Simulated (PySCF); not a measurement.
SCF from a fresh guess for singlet [TcN2]+, at the PBE0 minimum. PySCF input:

```python
from pyscf import gto, scf, dft
mol = gto.M(atom='''
Tc    -0.348632    -0.106324    -0.000000
N      1.231237     0.375496     0.637068
N      1.231237     0.375496    -0.637068''',
    basis={'Tc': 'def2-TZVP', 'N': 'def2-TZVP'},
    ecp={'Tc': 'def2-TZVP'},
    charge=1, spin=0)
mf = dft.RKS(mol, xc='PBE0')
mf.grids.atom_grid = (50, 194)
aux = {'Tc': 'def2-universal-JKFIT', 'N': 'def2-universal-JKFIT'}
mf = mf.density_fit(auxbasis=aux)
mf.conv_tol = 1e-08
mf.diis_space = 10
mf.max_cycle = 60
mf.init_guess = 'minao'
mf.verbose = 4
mf.kernel()
```

Excerpt of the output (cycles and frontier levels):

```
init E= -183.329638579123
  HOMO = -0.494541702201113  LUMO = -0.446806838222106  gap/eV = 1.29893
cycle= 1 E= -189.685247335321  delta_E= -6.36  |g|= 0.739  |ddm|= 4.34
  HOMO = -0.335813871254999  LUMO = -0.272867902702158  gap/eV = 1.71285
cycle= 2 E= -188.332945732714  delta_E= 1.35  |g|= 2.52  |ddm|= 1.63
  HOMO = -0.478676946660267  LUMO = -0.379124567315168  gap/eV = 2.70896
cycle= 3 E= -189.735026704767  delta_E= -1.4  |g|= 0.482  |ddm|= 1.56
  HOMO = -0.492347120266405  LUMO = -0.391886108674131  gap/eV = 2.73368
cycle= 4 E= -189.783726107396  delta_E= -0.0487  |g|= 0.0809  |ddm|= 0.305
  HOMO = -0.481649650489425  LUMO = -0.379024785606018  gap/eV = 2.79256
cycle= 5 E= -189.785094660686  delta_E= -0.00137  |g|= 0.0257  |ddm|= 0.0746
  HOMO = -0.483029601700009  LUMO = -0.380473310475176  gap/eV = 2.79070
cycle= 6 E= -189.785274596058  delta_E= -0.00018  |g|= 0.00529  |ddm|= 0.026
  HOMO = -0.483238845357985  LUMO = -0.380498903512117  gap/eV = 2.79570
cycle= 7 E= -189.785306878586  delta_E= -3.23e-05  |g|= 0.00242  |ddm|= 0.0155
  HOMO = -0.482921431334487  LUMO = -0.379870846639327  gap/eV = 2.80415
cycle= 8 E= -189.785319898567  delta_E= -1.3e-05  |g|= 0.000991  |ddm|= 0.0146
  HOMO = -0.482966778292921  LUMO = -0.379831191084818  gap/eV = 2.80646
cycle= 9 E= -189.785321008102  delta_E= -1.11e-06  |g|= 0.000201  |ddm|= 0.00508
  HOMO = -0.482969678145247  LUMO = -0.379824451564416  gap/eV = 2.80672
cycle= 10 E= -189.785321029868  delta_E= -2.18e-08  |g|= 6.31e-05  |ddm|= 0.000403
  HOMO = -0.482975106014555  LUMO = -0.379821471491832  gap/eV = 2.80695
cycle= 11 E= -189.785321032026  delta_E= -2.16e-09  |g|= 1.77e-05  |ddm|= 0.00021
  HOMO = -0.482978263213949  LUMO = -0.379822842780253  gap/eV = 2.80700
Extra cycle  E= -189.785321031365  delta_E= 6.61e-10  |g|= 6.11e-05  |ddm|= 4.48e-05
converged SCF energy = -189.785321031365
```

No lower solution of this spin was found by a stability analysis within the restricted form, which does not test spin polarisation.

At the minimum of this search the closed-shell solution is unstable towards spin polarisation, so a lower open-shell solution exists.

The search for the lowest solution, with the stability check, took 4.9 s on 2 threads of a shared Arm Neoverse N1 host, with 102 basis functions; the process peaked at 0.32 GiB.
